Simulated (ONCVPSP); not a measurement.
## u(r) = r·R(r): atom against pseudo-atom (molybdenum)

Columns: radius, all-electron u(r) and pseudo u(r) of the 4p shell (level -38.46 eV) of molybdenum in the configuration [Ar] 3d10 4s2 4p6 4d5 5s1; PBEsol, scalar-relativistic, ONCV scheme, ONCVPSP 4.0.1.

```csv
r (bohr),all-electron,pseudo
0.130,0.1752,0.0376
0.260,-0.4673,0.1418
0.390,-0.4370,0.2945
0.520,-0.0132,0.4749
0.650,0.4374,0.6567
0.780,0.7664,0.8105
0.910,0.9516,0.9178
1.040,1.0175,0.9768
1.170,1.0008,0.9845
1.300,0.9339,0.9331
1.430,0.8413,0.8412
1.560,0.7394,0.7393
1.690,0.6384,0.6383
1.820,0.5440,0.5439
1.950,0.4589,0.4589
2.080,0.3842,0.3842
2.210,0.3197,0.3197
2.340,0.2649,0.2649
2.470,0.2186,0.2186
2.600,0.1799,0.1798
2.730,0.1476,0.1476
2.860,0.1209,0.1209
2.990,0.0988,0.0988
3.120,0.0807,0.0807
3.250,0.0658,0.0658
3.380,0.0536,0.0536
```

Task: How many radial nodes do the two functions have?

Result: The all-electron 4p function has n − l − 1 = 2; the pseudo-wave has 0, since the states of the same l below it are removed with the core.

Task: At about which radius was the pseudo-wave matched?

Result: 1.35 bohr, where the columns begin to agree (steps of 0.13 bohr).

Task: Where does each function peak?

Result: Outermost all-electron maximum near 1.04 bohr, pseudo maximum near 1.17 bohr (to the table’s step).

Task: Is the pseudo-wave norm-conserving?

Result: Yes: the ONCV scheme keeps the norm inside the radius equal to the all-electron one, which fixes the energy derivative of the logarithmic derivative at the level.
